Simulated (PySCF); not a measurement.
**Bi⁺: excitation energy**

Bi⁺ [Xe] 4f14 5d10 6s2 6p2 (3P) → Bi⁺ [Xe] 4f14 5d10 6s1 6p3 (5S), as a difference of total energies. Calculation: PySCF 2.14, in ANO-RCC-VTZP (8s7p5d3f2g, 93 functions); the spin-free X2C one-electron Hamiltonian (Gaussian nucleus). Correlated levels: valence and next inner shell: [Kr] 4d10 4f14 frozen. The calculations carry no spin-orbit coupling.

```tsv
method	excitation energy (eV)
UHF	6.289
MP2 (valence and next inner shell)	8.127
SCS-MP2 (valence and next inner shell)	8.233
CCSD (valence and next inner shell)	7.768
CCSD(T) (valence and next inner shell)	7.865
```

Q: How much does correlation contribute at CCSD(T) (valence and next inner shell)?

A: 7.865 − (6.289) = 1.576 eV, measured against UHF.

Spin-orbit coupling is strong in these open shells (close to jj coupling). The scalar numbers leave it out and a first-order estimate fails, so it can dominate the gap to the real levels.
